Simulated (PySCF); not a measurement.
MBr cations for M along group 14

CCSD(T) with double-zeta basis sets in PySCF, for the lowest determinant that a PBE0 search found; no spin–orbit coupling. De refers to high-spin ground-configuration atoms (the charge goes to the atom of lower measured ionisation energy or higher electron affinity, which is not always the lowest computed limit).

| M | basis | reference, frozen orbitals | charged atom | state (unpaired electrons) | Re (Å) | ωe (cm⁻¹) | De (eV) |
| --- | --- | --- | --- | --- | --- | --- | --- |
| C | cc-pVDZ/cc-pVDZ-PP | RHF, 5 | C+ | singlet (closed shell) | 1.719 | 957 | 5.76 |
| Si | def2-SVP | RHF, 14 | Si+ | singlet (closed shell) | 2.125 | 534 | 4.29 |
| Ge | pcseg-1 | RHF, 18 | Ge+ | singlet (closed shell) | 2.253 | 356 | 3.84 |
| Sn | def2-SVP | RHF, 13 | Sn+ | singlet (closed shell) | 2.437 | 298 | 3.47 |
| Pb | def2-SVP | RHF, 13 | Pb+ | singlet (closed shell) | 2.534 | 257 | n/a |

The shortest bond is that of CBr⁺ (1.719 Å), the longest that of PbBr⁺ (2.534 Å).

The rows differ in basis set, which adds steps of its own.

Down a group the atoms grow and get heavier, so bonds lengthen and wavenumbers fall; this series shows no clear exception.

Correlated steps freeze the inner cores (5 to 18 orbitals); shallow outer-core shells are correlated. Correlated levels converge slowly with the basis: in double zeta they bind strong bonds too weakly, by up to about 1 eV, and carry superposition errors of some tenths. These are scalar-relativistic numbers at best; spin–orbit coupling would shift them, the dissociation energy most. For an ion De counts to the pair picked by the measured ionisation energies or electron affinities, which need not be the lowest pair at this level. Where the molecule has an RHF reference, its open-shell atoms are computed with UHF. The CCSD T1 diagnostic is raised in CBr⁺, a sign that a single reference may not be enough there.
